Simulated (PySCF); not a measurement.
C3H6OSi, SMILES O=C(C=C)[SiH3]. Atoms are numbered in the order given.

```xyz
11

C      0.3068    -2.4677     0.0000
C      0.7188    -1.1959     0.0000
C     -0.2740    -0.0740     0.0000
O     -1.4737    -0.2820     0.0000
Si     0.2874     1.7760     0.0000
H     -0.7666    -2.6855     0.0000
H      1.0095    -3.3062     0.0000
H      1.7833    -0.9371     0.0000
H      1.7749     1.9033     0.0000
H     -0.2726     2.4212    -1.2189
H     -0.2726     2.4212     1.2189
```
Charge 0, spin multiplicity 1.

The structure is a stationary point at ωB97X-D3(BJ)/def2-SVP. One conformer was computed; it need not be the lowest.

Method: TDA-PBE0/def2-SVPD (PySCF).

Vertical excitations. Isolated molecule, no solvent. State labels are in the subgroup Cs.

| state | symmetry | energy (eV) | λ (nm) | f | main pairs |
|---|---|---|---|---|---|
| S1 | A" | 2.85 | 435 | 0.001 | HOMO→LUMO 98 % |
| S2 | A' | 5.81 | 213 | 0.332 | HOMO−1→LUMO 89 % |
| S3 | A" | 6.36 | 195 | 0.002 | HOMO−3→LUMO 65 %, HOMO→LUMO+3 30 % |
| S4 | A' | 6.38 | 194 | 0.006 | HOMO→LUMO+1 74 %, HOMO−2→LUMO 24 % |
| S5 | A" | 6.49 | 191 | 0.009 | HOMO→LUMO+3 59 %, HOMO−3→LUMO 34 % |
| S6 | A' | 6.57 | 189 | 0.027 | HOMO−2→LUMO 66 %, HOMO→LUMO+1 23 % |
| S7 | A" | 6.74 | 184 | 0.000 | HOMO−4→LUMO 98 % |
| S8 | A' | 6.91 | 180 | 0.120 | HOMO→LUMO+2 54 %, HOMO→LUMO+4 27 %, HOMO→LUMO+5 15 % |
| S9 | A' | 7.18 | 173 | 0.176 | HOMO→LUMO+4 60 %, HOMO→LUMO+2 30 % |
| S10 | A" | 7.23 | 172 | 0.001 | HOMO−5→LUMO 73 %, HOMO→LUMO+6 18 % |
| T1 | A" | 2.26 | 547 | 0 | HOMO→LUMO 96 % |
| T2 | A' | 3.27 | 380 | 0 | HOMO−1→LUMO 94 % |
| T3 | A' | 5.45 | 228 | 0 | HOMO−2→LUMO 45 %, HOMO−6→LUMO 35 %, HOMO−1→LUMO+3 13 % |
| T4 | A" | 6.04 | 205 | 0 | HOMO→LUMO+3 68 %, HOMO−4→LUMO 20 % |
Triplets are in the Tamm–Dancoff approximation.
